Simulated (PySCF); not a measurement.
SMILES [O]([Si](OC)(OC)OC)[GeH3] (C3H12GeO4Si), singlet (GFN2-xTB optimised geometry):

```
21

Si    -0.497    -0.657    -2.862
O     -1.622    -0.343    -3.969
C     -2.326    -1.288    -4.730
O      0.203     0.769    -2.472
C      0.708     1.695    -3.403
O      0.516    -1.759    -3.498
C      1.512    -2.456    -2.791
O     -1.023    -1.142    -1.411
Ge    -0.453    -0.254     0.000
H     -2.860    -0.745    -5.509
H     -1.637    -2.003    -5.182
H     -3.037    -1.827    -4.103
H      1.542     1.262    -3.959
H     -0.073     1.986    -4.106
H      1.051     2.567    -2.847
H      1.147    -2.758    -1.807
H      2.396    -1.826    -2.663
H      1.773    -3.339    -3.374
H     -1.043     1.115     0.000
H      1.043    -0.254     0.000
H     -1.002    -1.115     1.101
```

Level of theory: PBE0/def2-SVP run with PySCF.

### Question
What are the frontier orbital energies and the dipole moment?

### Answer
HOMO-2 -8.41 eV, HOMO-1 -8.10 eV, HOMO -8.01 eV, LUMO 0.75 eV, LUMO+1 1.92 eV; dipole moment 1.35 D.

On the same geometry PBE/def2-SVP run with PySCF gives HOMO-2 -6.78 eV, HOMO-1 -6.46 eV, HOMO -6.33 eV, LUMO -0.14 eV, LUMO+1 0.98 eV; dipole moment 1.28 D.

Meta-Löwdin charges at PBE0/def2-SVP: Si1 1.53, O2 -0.60, C3 -0.07, O4 -0.61, C5 -0.07, O6 -0.61, C7 -0.07, O8 -0.79, Ge9 0.64, H10 0.11, H11 0.10, H12 0.10, H13 0.09, H14 0.10, H15 0.11, H16 0.10, H17 0.10, H18 0.11, H19 -0.07, H20 -0.08, H21 -0.08.
